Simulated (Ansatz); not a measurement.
`[SiH3][SiH2][SiH2][GeH3]` + `[NH2][AlH2]` → `[AlH2][NH][SiH2][GeH3]` + `[SiH3][SiH3]` at 500 K and 1 bar (cleavage of the Si–Si bond).

Gas-phase electronic energies from Ansatz, PBE0-D4/def2-TZVP geometries. CBS: MP2 limit from def2 TZ/QZ plus the TZ coupled-cluster correction, frozen cores. This one scheme is used for every species. For Ge outer-core shells are correlated without core-valence functions, which leaves a few kJ/mol of doubt a bond. Scalar relativity is left out up to krypton. Each species was taken in one conformer, which may not be the lowest.

| species | CCSD(T)/CBS energy (Eh) | H − E (kJ/mol) | S (J/(mol·K)) |
| --- | --- | --- | --- |
| `[SiH3][SiH2][SiH2][GeH3]` | -2949.34842 | 282.9 | 524.9 |
| `[NH2][AlH2]` | -299.14566 | 129.9 | 289.4 |
| `[AlH2][NH][SiH2][GeH3]` | -2666.76326 | 242.4 | 472.0 |
| `[SiH3][SiH3]` | -581.74359 | 163.1 | 323.1 |

H − E and S are ideal-gas, rigid-rotor, harmonic terms from PBE0-D4/def2-TZVP, for one conformer and one mirror image of each species. 1 Eh = 2625.50 kJ/mol, R = 8.31446 J/(mol·K).

By hand: ΔE, ΔH, ΔS and ΔG.

ΔE = (-2666.76326) + (-581.74359) − (-2949.34842) − (-299.14566) = -0.01277 Eh = -33.5 kJ/mol. Δ(H − E) = 242.4 + 163.1 − 282.9 − 129.9 = -7.3, so ΔH = -40.8 kJ/mol. ΔS = 472.0 + 323.1 − 524.9 − 289.4 = -19.2 J/(mol·K). ΔG = -40.8 − 500 × (-19.2)/1000 = -31.2 kJ/mol.

By hand: the equilibrium constant, and the temperature at which ΔG would vanish if ΔH and ΔS stayed fixed.

log₁₀ K = −ΔG/(RT ln 10) = 3.3. ΔG = 0 at ΔH/ΔS = 2125 K, though so small a ΔS makes that figure unsure.

ΔH outweighs TΔS. A doubt of 5 kJ/mol in ΔE shifts log₁₀ K by 0.5 here. Other conformers and mirror images would add mixing entropy, several J/(mol·K) or more a flexible species. Modes under 60 cm⁻¹, often nearly free rotors, make the harmonic entropy too high. These are equilibria of isolated gas molecules and say nothing of rates. Largest T1 diagnostic: 0.013 (customary marks: 0.02 for closed shells, 0.045 for open ones).
